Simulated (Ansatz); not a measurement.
Basis-set extrapolation for C₂H₆AlFSi, SMILES `[CH3][Al]1[CH2][SiH]1F` (PBE0-D4/def2-TZVP geometry, frozen core, the Gaussian-basis code of Ansatz). Multiplicity 1, RHF reference.

|  | def2-TZVPP | def2-QZVPP |
| --- | --- | --- |
| HF | -709.627973 | -709.652325 |
| MP2 correlation | -0.790820 | -0.851905 |
| CCSD(T) correlation | -0.865277 | not run |

Energies in hartree. Use E(X) = E(∞) + A·exp(−7.88·√X) for Hartree–Fock and E(X) = E(∞) + B·X^(−2.97) for correlation, with X = 3 and 4, and add CCSD(T) minus MP2 of the smaller set to the MP2 limit.

Task: What is the CCSD(T) energy at the basis-set limit?

Result: HF limit: -709.652325 + (-0.024352) × 0.13774 = -709.65568. MP2 limit: -0.851905 + (-0.061085) × 0.74074 = -0.89715. Higher-order term: -0.865277 − (-0.790820) = -0.07446. Total: -710.62729 hartree, 351.9 kJ/mol below CCSD(T)/def2-TZVPP.
